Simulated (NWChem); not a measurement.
System: C2H4O2Si; SMILES O=C1OC[SiH2]1

Input file for NWChem:

```
start job
memory heap 200 mb stack 900 mb global 1100 mb
geometry units angstroms noautoz
  O      0.532373    -2.028902     0.000000
  C      0.160646    -0.888886     0.000000
  O     -1.177453    -0.506466     0.000000
  C     -1.141804     0.960861     0.000000
  Si     0.775529     0.972291     0.000000
  H     -1.652873     1.349802    -0.903838
  H     -1.652873     1.349802     0.903838
  H      1.469851     1.475684     1.232801
  H      1.469851     1.475684    -1.232801
end
basis spherical
  * library 3-21g
end
dft
  xc pbe0
  iterations 150
  mulliken
end
task dft energy
```

Output (shortened):

```
             Northwest Computational Chemistry Package (NWChem) 7.3.0
             --------------------------------------------------------

 CS  symmetry detected

                             Geometry "geometry" -> ""
                             -------------------------

 Output coordinates in angstroms (scale by  1.889725989 to convert to a.u.)

  No.       Tag          Charge          X              Y              Z
 ---- ---------------- ---------- -------------- -------------- --------------
    1 O                    8.0000     0.48194650    -2.03197017     0.00000000
    2 C                    6.0000     0.14560102    -0.88101875     0.00000000
    3 O                    8.0000    -1.18005050    -0.45745999     0.00000000
    4 C                    6.0000    -1.09910674     1.00806636     0.00000000
    5 Si                  14.0000     0.81766482     0.96028274     0.00000000
    6 H                    1.0000    -1.59792131     1.41260393    -0.90383800
    7 H                    1.0000    -1.59792131     1.41260393     0.90383800
    8 H                    1.0000     1.52720071     1.44199467     1.23280100
    9 H                    1.0000     1.52720071     1.44199467    -1.23280100

 Effective nuclear repulsion energy (a.u.)     216.5452837553

      Symmetry information
      --------------------

 Group name             Cs
 Group number              2
 Group order               2
 No. of unique centers     7

                                 NWChem DFT Module
                                 -----------------

 Summary of "ao basis" -> "ao basis" (spherical)
 ------------------------------------------------------------------------------
       Tag                 Description            Shells   Functions and Types
 ---------------- ------------------------------  ------  ---------------------
 O                           3-21g                   5        9   3s2p
 C                           3-21g                   5        9   3s2p
 Si                          3-21g                   7       13   4s3p
 H                           3-21g                   2        2   2s

      Symmetry analysis of basis
      --------------------------

        a'         42
        a"         15

            General Information
            -------------------
          SCF calculation type: DFT
          Wavefunction type:  closed shell.
          No. of atoms     :     9
          No. of electrons :    46
           Alpha electrons :    23
            Beta electrons :    23
          Charge           :     0
          Spin multiplicity:     1
          Use of symmetry is: on ; symmetry adaption is: on
          Maximum number of iterations: 150
          AO basis - number of functions:    57
                     number of shells:    35
          Convergence on energy requested:  1.00D-06
          Convergence on density requested:  1.00D-05
          Convergence on gradient requested:  5.00D-04

              XC Information
              --------------
                         PBE0 Method XC Functional
                     Hartree-Fock (Exact) Exchange  0.250
          PerdewBurkeErnzerhof Exchange Functional  0.750
            Perdew 1991 LDA Correlation Functional  1.000 local
           PerdewBurkeErnz. Correlation Functional  1.000 non-local

             Grid Information
             ----------------
          Grid used for XC integration:  medium
          Radial quadrature: Mura-Knowles
          Angular quadrature: Lebedev.
          Tag              B.-S. Rad. Rad. Pts. Rad. Cut. Ang. Pts.
          ---              ---------- --------- --------- ---------
          O                   0.60       49          10.0       434
          C                   0.70       49           8.0       434
          Si                  1.10       88           8.0       590
          H                   0.35       45          10.0       434
          Grid pruning is: on
          Number of quadrature shells:   374
          Spatial weights used:  Erf1

      Superposition of Atomic Density Guess
      -------------------------------------

 Sum of atomic energies:        -512.98291954

      Non-variational initial energy
      ------------------------------

 Total energy =    -515.021314
 1-e energy   =   -1138.040595
 2-e energy   =     406.473998
 HOMO         =      -0.295129
 LUMO         =       0.026529

      Symmetry analysis of molecular orbitals - initial
      -------------------------------------------------

  Numbering of irreducible representations:

     1 a'          2 a"

  Orbital symmetries:

     1 a'          2 a'          3 a'          4 a'          5 a'
     6 a'          7 a'          8 a"          9 a'         10 a'
    11 a'         12 a'         13 a'         14 a'         15 a'
    16 a"         17 a'         18 a"         19 a'         20 a"
    21 a"         22 a'         23 a'         24 a"         25 a'
    26 a'         27 a'         28 a'         29 a"         30 a'
    31 a"         32 a'         33 a'

     ---------------------------------------------
      Total Density - Mulliken Population Analysis
     ---------------------------------------------

    Atom       Charge   Shell Charges
 -----------   ------   -------------------------------------------------------
    1 O    8     8.95   1.99  0.45  2.29  1.51  2.72
    2 C    6     5.07   1.99  0.40  1.09  0.80  0.78
    3 O    8     8.67   1.99  0.43  2.14  1.47  2.65
    4 C    6     6.41   1.99  0.38  1.37  1.11  1.55
    5 Si  14    13.15   2.00  1.98  5.86  0.72  1.34  0.54  0.71
    6 H    1     0.78   0.42  0.36
    7 H    1     0.78   0.42  0.36
    8 H    1     1.09   0.39  0.70
    9 H    1     1.09   0.39  0.70

   convergence    iter        energy       DeltaE   RMS-Dens  Diis-err
 ---------------- ----- ----------------- --------- --------- ---------
 d= 0,ls=0.0,diis     1   -515.1896761424 -7.32D+02  3.36D-02  1.24D+00
 d= 0,ls=0.0,diis     2   -514.7780880136  4.12D-01  2.38D-02  5.62D+00
 d= 0,ls=0.0,diis     3   -515.3297408864 -5.52D-01  6.78D-03  1.59D-01
 d= 0,ls=0.0,diis     4   -515.3380751877 -8.33D-03  2.82D-03  8.19D-02
 d= 0,ls=0.0,diis     5   -515.3454444242 -7.37D-03  5.94D-04  9.88D-04
  Resetting Diis
 d= 0,ls=0.0,diis     6   -515.3455454289 -1.01D-04  1.83D-04  6.57D-05
 d= 0,ls=0.0,diis     7   -515.3455546269 -9.20D-06  6.85D-05  2.92D-06
 d= 0,ls=0.0,diis     8   -515.3455544268  2.00D-07  3.14D-05  6.11D-06
 d= 0,ls=0.0,diis     9   -515.3455550865 -6.60D-07  9.23D-06  5.07D-07

         Total DFT energy =     -515.345555086537
      One electron energy =    -1139.606200175690
           Coulomb energy =      457.566366606666
    Exchange-Corr. energy =      -49.851005272830
 Nuclear repulsion energy =      216.545283755318

 Numeric. integr. density =       45.999995077027

                  Occupations of the irreducible representations
                  ----------------------------------------------

                     irrep           alpha         beta
                     --------     --------     --------
                     a'               18.0         18.0
                     a"                5.0          5.0

                       DFT Final Molecular Orbital Analysis
                       ------------------------------------

 Vector   21  Occ=2.000000D+00  E=-3.318078D-01  Symmetry=a'
              MO Center= -4.9D-01,  3.7D-01,  6.8D-15, r^2= 3.0D+00
   Bfn.  Coefficient  Atom+Function         Bfn.  Coefficient  Atom+Function
  ----- ------------  ---------------      ----- ------------  ---------------
    30      0.290374  4 C  px                34      0.274704  4 C  px
    43     -0.252715  5 Si px                24      0.244180  3 O  s
    26     -0.227662  3 O  py                25     -0.211472  3 O  px
    22     -0.201077  3 O  py                21     -0.198420  3 O  px
     7      0.140320  1 O  px                47     -0.139692  5 Si px

 Vector   22  Occ=2.000000D+00  E=-3.034601D-01  Symmetry=a"
              MO Center= -7.3D-01, -6.4D-01,  2.8D-14, r^2= 2.5D+00
   Bfn.  Coefficient  Atom+Function         Bfn.  Coefficient  Atom+Function
  ----- ------------  ---------------      ----- ------------  ---------------
    27      0.483251  3 O  pz                23      0.414978  3 O  pz
     9     -0.331118  1 O  pz                 5     -0.286258  1 O  pz
    51      0.164695  6 H  s                 53     -0.164695  7 H  s
    32     -0.139324  4 C  pz                50      0.116194  6 H  s
    52     -0.116194  7 H  s                 14     -0.042606  2 C  pz

 Vector   23  Occ=2.000000D+00  E=-2.677580D-01  Symmetry=a'
              MO Center=  2.0D-01, -1.0D+00,  2.0D-15, r^2= 2.8D+00
   Bfn.  Coefficient  Atom+Function         Bfn.  Coefficient  Atom+Function
  ----- ------------  ---------------      ----- ------------  ---------------
     7      0.403825  1 O  px                 3      0.361951  1 O  px
    25      0.341817  3 O  px                21      0.256314  3 O  px
    44      0.250406  5 Si py                15     -0.218697  2 C  s
     8      0.188234  1 O  py                 4      0.161545  1 O  py
    24      0.159036  3 O  s                 48      0.159273  5 Si py

 Vector   24  Occ=0.000000D+00  E=-1.140101D-02  Symmetry=a"
              MO Center=  3.2D-01, -6.2D-01,  8.6D-17, r^2= 3.0D+00
   Bfn.  Coefficient  Atom+Function         Bfn.  Coefficient  Atom+Function
  ----- ------------  ---------------      ----- ------------  ---------------
    49      0.590124  5 Si pz                55     -0.502751  8 H  s
    57      0.502751  9 H  s                 18      0.427443  2 C  pz
     9     -0.419029  1 O  pz                14      0.355408  2 C  pz
     5     -0.301124  1 O  pz                27     -0.275142  3 O  pz
    23     -0.208322  3 O  pz                45      0.163544  5 Si pz

 Vector   25  Occ=0.000000D+00  E=-1.091061D-02  Symmetry=a'
              MO Center=  7.7D-01,  9.4D-01, -2.2D-16, r^2= 3.6D+00
   Bfn.  Coefficient  Atom+Function         Bfn.  Coefficient  Atom+Function
  ----- ------------  ---------------      ----- ------------  ---------------
    48      0.827181  5 Si py                15      0.695996  2 C  s
    33     -0.686096  4 C  s                 47     -0.594729  5 Si px
    34     -0.409365  4 C  px                17      0.314647  2 C  py
    44      0.254283  5 Si py                43     -0.175261  5 Si px
    13      0.150207  2 C  py                30     -0.144141  4 C  px

 Vector   26  Occ=0.000000D+00  E= 5.803836D-02  Symmetry=a'
              MO Center=  7.8D-01,  1.1D+00, -1.8D-15, r^2= 4.5D+00
   Bfn.  Coefficient  Atom+Function         Bfn.  Coefficient  Atom+Function
  ----- ------------  ---------------      ----- ------------  ---------------
    47      1.241026  5 Si px                48      0.818583  5 Si py
    55     -0.804779  8 H  s                 57     -0.804779  9 H  s
    33      0.676163  4 C  s                 15      0.550935  2 C  s
    35      0.361998  4 C  py                24      0.353221  3 O  s
    17      0.262311  2 C  py                43      0.200731  5 Si px

     ---------------------------------------------
      Total Density - Mulliken Population Analysis
     ---------------------------------------------

    Atom       Charge   Shell Charges
 -----------   ------   -------------------------------------------------------
    1 O    8     8.46   1.99  0.44  2.10  1.56  2.38
    2 C    6     5.65   1.99  0.41  1.53  0.76  0.96
    3 O    8     8.46   1.99  0.43  2.09  1.53  2.43
    4 C    6     6.55   1.99  0.36  1.56  1.12  1.52
    5 Si  14    13.20   2.00  1.97  5.85  0.76  1.63  0.46  0.53
    6 H    1     0.75   0.46  0.29
    7 H    1     0.75   0.46  0.29
    8 H    1     1.09   0.42  0.67
    9 H    1     1.09   0.42  0.67

     -------------------------------------------
      Total Density - Lowdin Population Analysis
     -------------------------------------------

    Atom       Charge   Shell Charges
 -----------   ------   -------------------------------------------------------
    1 O    8     8.16   1.98  0.59  2.07  1.03  2.49
    2 C    6     5.95   1.98  0.46  1.47  0.61  1.43
    3 O    8     8.22   1.98  0.59  2.07  1.02  2.56
    4 C    6     6.26   1.97  0.44  1.50  0.64  1.70
    5 Si  14    13.54   2.00  1.95  5.79  0.63  1.58  0.52  1.08
    6 H    1     0.88   0.46  0.42
    7 H    1     0.88   0.46  0.42
    8 H    1     1.05   0.43  0.62
    9 H    1     1.05   0.43  0.62

     Multipole analysis of the density
     ---------------------------------

     L   x y z        total         alpha         beta         nuclear
     -   - - -        -----         -----         ----         -------
     0   0 0 0     -0.000000    -23.000000    -23.000000     46.000000

     1   1 0 0      0.199369      0.099685      0.099685     -0.000000
     1   0 1 0      1.653952      0.826976      0.826976      0.000000
     1   0 0 1     -0.000000     -0.000000     -0.000000      0.000000

     2   2 0 0    -27.498187    -84.286888    -84.286888    141.075589
     2   1 1 0     -0.622319     -0.220675     -0.220675     -0.180968
     2   1 0 1      0.000000      0.000000      0.000000      0.000000
     2   0 2 0    -30.083192   -133.813996   -133.813996    237.544799
     2   0 1 1     -0.000000     -0.000000     -0.000000      0.000000
     2   0 0 2    -26.494462    -21.591813    -21.591813     16.689165
```

Level: PBE0/3-21G. Geometry: optimised at PBE-D3(BJ)/def2-SVP.
